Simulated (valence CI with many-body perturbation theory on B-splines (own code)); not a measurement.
Results of a calculation; reference values are marked as such.
# A CI+MBPT run for W⁴¹⁺

Level of theory: relativistic CI+MBPT: five valence electrons over a frozen Dirac-Fock core [Ar] 3d10, radial functions for each j: 6 s, 6 p, 5 d, 3 f, 1 g, with the one-electron correlation potential Σ1 (screened to all orders), the two-electron term Σ2, the three-electron term Σ3, Breit, model QED; selected single and double excitations, second order for the rest, scaled by the run's own slope (own B-spline code, finite nucleus).

Command, and the settings that its task file holds:

```sh
python run_cv.py task.json out
```

```
atom W  Z=74  mass_number=184  rms_radius_fm=5.3658
core [Ar] 3d10
valence 4s2 4p3
avg = 1
basis = S
breit = 1
cap = 20000
capref = 1200
cscale = 1
de = 0.0
dress = 0
eps = 2e-08
extrap = 1
h = 0.27
hh = 1
l2 = 3
lcore = 6
maxit = 60
n2 = 5
natural = 1
nlev = 30
nno = [3, 3, 3, 2, 1]
nroot = 26
nsp = [3, 3, 2, 1, 0]
pt2 = 1
qed = 1
rpa = 1
s1 = 1
s2 = 1
s3 = 1
screen = 1
tol = 2e-05
whole = 1
```

It took 59 s on 1 thread of Arm Neoverse V1, on a shared host.

Log. The first blocks belong to the next ion, which gives the ionisation energy. Fields: 2J, parity (1 odd), roots, reference size, generating configurations, candidates as configurations/state functions, variational space P, stored matrix elements, Davidson steps; e2 is the range of second-order energies in hartree. The first line gives the box (bohr), its intervals, the orbitals and the steps of their self-consistent field. Window is the range of levels sought, series limit the energy at which the first omitted orbital would enter, core excitation an estimate of the first excitation out of the core, left out the lowest levels not solved, and shifts from estimates the range by which levels moved from their first estimate, all in cm⁻¹.

```
rmax 2.7 intervals 56 orbitals 36 references ['4s2 4p3', '4s 4p4', '4s2 4p2 4d', '4p5', '4s 4p3 4d'] scf 4 t 1.0
2J=0 par=0 roots 2 ref 22 generators 6 cand 2465/3814 P 887/1268 nnz 0 it 0
2J=0 par=0 roots 2 ref 22 generators 10 cand 3615/6625 P 1380/2065 nnz 0 it 5
   second order: generators 23 cand 5336/9767 e2 -0.00002 -0.00001
reference levels 508, estimated 131, window 2734778 1/cm; series limit 7825889, core excitation 12824409
2J=3 par=1 roots 6 ref 39 generators 17 cand 8169/76387 P 927/4000 nnz 1.6e+06 it 5
2J=3 par=1 roots 6 ref 39 generators 37 cand 13277/156265 P 3376/19989 nnz 2.8e+07 it 9
   second order: generators 53 cand 13548/192700 e2 -0.00037 -0.00005
2J=5 par=1 roots 4 ref 39 generators 15 cand 10166/120808 P 807/4000 nnz 1.7e+06 it 9
2J=5 par=1 roots 4 ref 39 generators 31 cand 13450/201518 P 3093/19987 nnz 2.9e+07 it 11
   second order: generators 51 cand 14700/245554 e2 -0.00038 -0.00011
2J=1 par=1 roots 3 ref 24 generators 12 cand 7234/40211 P 1184/3997 nnz 1.5e+06 it 5
2J=1 par=1 roots 3 ref 24 generators 26 cand 11325/79349 P 3621/14296 nnz 1.3e+07 it 6
   second order: generators 40 cand 11738/91001 e2 -0.00011 -0.00005
2J=3 par=0 roots 10 ref 80 generators 20 cand 10257/111487 P 902/3998 nnz 1.7e+06 it 7
2J=3 par=0 roots 10 ref 80 generators 37 cand 13552/169680 P 3262/20000 nnz 3e+07 it 8
   second order: generators 62 cand 14825/216327 e2 -0.00030 -0.00012
2J=5 par=0 roots 9 ref 88 generators 21 cand 10571/137623 P 864/3998 nnz 1.8e+06 it 9
2J=5 par=0 roots 9 ref 88 generators 38 cand 13703/205307 P 3026/19995 nnz 3.1e+07 it 9
   second order: generators 62 cand 15723/276288 e2 -0.00042 -0.00020
2J=1 par=0 roots 7 ref 48 generators 22 cand 10209/71879 P 1253/3999 nnz 1.5e+06 it 4
2J=1 par=0 roots 7 ref 48 generators 33 cand 12002/87901 P 4340/18709 nnz 2.1e+07 it 6
   second order: generators 55 cand 13288/112998 e2 -0.00008 -0.00004
2J=7 par=0 roots 5 ref 70 generators 12 cand 7925/103201 P 799/3998 nnz 2e+06 it 5
2J=7 par=0 roots 5 ref 70 generators 32 cand 13168/214624 P 2593/19997 nnz 3.6e+07 it 7
   second order: generators 49 cand 13677/239737 e2 -0.00025 -0.00014
2J=9 par=0 roots 2 ref 45 generators 7 cand 5764/69601 P 822/3996 nnz 2.3e+06 it 4
2J=9 par=0 roots 2 ref 45 generators 20 cand 10378/140395 P 2110/14903 nnz 2.3e+07 it 6
   second order: generators 34 cand 11668/185069 e2 -0.00012 -0.00011
2J=7 par=1 roots 2 ref 31 generators 11 cand 8332/87141 P 802/3993 nnz 1.8e+06 it 5
2J=7 par=1 roots 2 ref 31 generators 23 cand 13141/195311 P 2874/19987 nnz 3e+07 it 6
   second order: generators 44 cand 16041/295611 e2 -0.00024 -0.00020
2J=9 par=1 roots 1 ref 16 generators 6 cand 6005/62719 P 808/3994 nnz 2.1e+06 it 5
2J=9 par=1 roots 1 ref 16 generators 13 cand 8779/124144 P 1945/13556 nnz 1.8e+07 it 6
   second order: generators 23 cand 11955/193731 e2 -0.00013 -0.00013
left out: unestimated 3949970, estimated 2956171, shifts from estimates -71 to 33
operators 2.1
```

The Davidson iterations converged.

The last digits are not significant, and no measured levels were compared; by estimate large intervals hold to a few tenths of a per cent, small ones and those within an open d or f shell to about a per cent.

| Item | Value |
| --- | --- |
| Valence energy | -408.6782 hartree |
| Ionisation energy | 1996.3 eV (NIST: 1994.8 ± 2 eV (semi-empirical)) |
| Reference configurations for the orbitals | 4s2 4p3, 4s 4p4, 4s2 4p2 4d, 4p5, 4s 4p3 4d |
| Radial orbitals | 36 |
| Box radius | 2.729 bohr |
| Largest variational space | 20000 |
| Lowest levels | (4s^2 4p1/2^2 4p3/2) J=3/2 0, (4s^2 4p1/2 4p3/2^2) J=3/2 718380, (4s^2 4p1/2 4p3/2^2) J=5/2 762560, (4s^2 4p1/2 4p3/2^2) J=1/2 818000, (4s^2 4p1/2^2 4d3/2) J=3/2 1240800, (4s^2 4p1/2^2 4d5/2) J=5/2 1425400, (4s 4p1/2^2 4p3/2^2) J=5/2 1541300, (4s^2 4p3/2^3) J=3/2 1544300, (4s 4p1/2^2 4p3/2^2) J=1/2 1630100, (4s 4p1/2^2 4p3/2^2) J=3/2 1647000, (4s^2 4p1/2 4p3/2 4d3/2) J=5/2 [a] 1955500, (4s^2 4p1/2 4p3/2 4d3/2) J=3/2 [a] 1957400, (4s^2 4p1/2 4p3/2 4d3/2) J=1/2 [a] 1960000, (4s^2 4p1/2 4p3/2 4d3/2) J=7/2 1999800 cm⁻¹ |

Levels are named by their leading jj configuration (3d3/2^4 stands for four electrons in 3d with j = 3/2), which in mixed levels can hold well under half, so a name can repeat and another be missing. Letters in brackets count levels of one name in rising energy.
